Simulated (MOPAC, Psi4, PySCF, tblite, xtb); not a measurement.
Dimer BF3 ··· CH3Br (SMILES FB(F)F and CBr), singlet at R = 3.27 Å between the centres of mass, closest contact 2.57 Å (a higher rigid-body minimum at GFN2-xTB). Geometry in Å and degrees:

```
C
H 1 1.0842
H 1 1.0842 2 111.23
H 1 1.0842 2 111.23 3 -124.60
Br 1 1.9574 2 107.64 4 -117.70
F 3 2.5726 1 124.18 2 77.65
B 6 1.3156 3 99.27 1 -30.09
F 7 1.3154 6 119.99 3 147.13
F 7 1.3156 8 119.99 6 -179.77
```

Levels of theory: GFN2-xTB (tblite); SAPT0/jun-cc-pVDZ, frozen core (Psi4); revPBE/def2-TZVP, counterpoise-corrected (Psi4); revPBE-D3(BJ)/def2-TZVP, counterpoise-corrected (Psi4); PBE/def2-TZVP, counterpoise-corrected (Psi4); PBE-D3(BJ)/def2-TZVP, counterpoise-corrected (Psi4); HF/aug-cc-pVDZ, counterpoise-corrected (Psi4); MP2/aug-cc-pVDZ = DF-MP2/aug-cc-pVDZ, frozen core, counterpoise-corrected (Psi4); SCS-MP2/aug-cc-pVDZ = Psi4 with DF-SCS-MP2/aug-cc-pVDZ, frozen core, counterpoise-corrected; PM7, restricted, heats of formation (MOPAC); PM3, restricted, heats of formation (MOPAC); GFN1-xTB (xtb); RKS-B3LYP/6-31G* = PySCF with restricted B3LYP/6-31G*, spherical d, no counterpoise correction; RHF/3-21G = restricted Hartree-Fock/3-21G, no counterpoise correction (PySCF); RHF/STO-3G = restricted Hartree-Fock/STO-3G, no counterpoise correction run with PySCF; RKS-B3LYP/LANL2DZ = restricted B3LYP/LANL2DZ, with its core potentials past Ne, no counterpoise correction in PySCF 2.14.0.

Question: What interaction energy does each level give?

Answer: 
```json
[
 {"method": "RHF/3-21G", "E_int / kcal/mol": "-3.95"},
 {"method": "GFN2-xTB", "E_int / kcal/mol": "-2.82"},
 {"method": "PBE-D3(BJ)/def2-TZVP", "E_int / kcal/mol": "-2.40"},
 {"method": "RKS-B3LYP/LANL2DZ", "E_int / kcal/mol": "-2.19"},
 {"method": "RKS-B3LYP/6-31G*", "E_int / kcal/mol": "-2.05"},
 {"method": "revPBE-D3(BJ)/def2-TZVP", "E_int / kcal/mol": "-1.79"},
 {"method": "GFN1-xTB", "E_int / kcal/mol": "-1.79"},
 {"method": "SAPT0/jun-cc-pVDZ", "E_int / kcal/mol": "-1.72"},
 {"method": "MP2/aug-cc-pVDZ", "E_int / kcal/mol": "-1.67"},
 {"method": "RHF/STO-3G", "E_int / kcal/mol": "-1.07"},
 {"method": "SCS-MP2/aug-cc-pVDZ", "E_int / kcal/mol": "-0.99"},
 {"method": "PBE/def2-TZVP", "E_int / kcal/mol": "-0.91"},
 {"method": "PM7", "E_int / kcal/mol": "-0.17"},
 {"method": "PM3", "E_int / kcal/mol": "0.21"},
 {"method": "HF/aug-cc-pVDZ", "E_int / kcal/mol": "0.54"},
 {"method": "revPBE/def2-TZVP", "E_int / kcal/mol": "1.46"}
]
```
